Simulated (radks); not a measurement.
Ru II, 43 electrons, occupied as [Kr] 4d7.

Method: scalar-relativistic Kohn-Sham, BLYP, spin-polarised, spherical densities, finite nucleus; open shells are filled with parallel spins first (spin-orbit coupling, left out, can overturn this in heavy ions); Fermi nuclear charge, rms radius 4.4809 fm; computed with a radial shooting solver on a logarithmic mesh with Libxc functionals.

Energy parts (eV):
total: -123295.091
kinetic: 127500.366
electron-nucleus: -297094.530
Hartree: 49940.578
exchange-correlation: -3641.506

Orbitals (lengths in bohr, moments of r in powers of bohr):
orbital  occ.  eigenvalue (eV)      <r>
1s up       1        -21947.96  0.03344
1s down     1        -21947.96  0.03344
2s up       1        -3161.957   0.1457
2s down     1        -3161.560   0.1457
2p up       3        -2833.002   0.1269
2p down     3        -2832.703   0.1269
3s up       1        -562.4714   0.4028
3s down     1        -562.2639   0.4028
3p up       3        -454.4145   0.4032
3p down     3        -454.1800   0.4031
3d up       5        -280.4580   0.3843
3d down     5        -280.0955   0.3842
4s up       1         -84.4495    1.020
4s down     1         -82.6145    1.017
4p up       3         -54.5493    1.129
4p down     3         -52.6108    1.128
4d up       5         -13.2198    1.631
4d down     2         -11.4152    1.684

The highest occupied level is 4d down at -11.415 eV. For comparison, the ionisation energy in NIST's Atomic Spectra Database is 16.8 eV (semi-empirical). In exact Kohn-Sham theory the highest level is minus the ionisation energy, but local and semilocal functionals leave it too shallow, through self-interaction and a potential that decays too fast; potentials with the right tail come closer. The density falls to 0.001 e/bohr^3 at r = 3.84 bohr. The spin density at the nucleus is -2.117 e/bohr^3 (1s -0.033, 2s -0.728, 3s 0.364, 4s -1.720). Summed over all electrons, <r^2> = 37.86 bohr^2, which gives a Langevin (diamagnetic) susceptibility term of -30 x 10^-6 cm^3/mol. Spin moment in Bohr magnetons: 3. The electron density at the nucleus is 1.125e+05 e/bohr^3 (large components only).
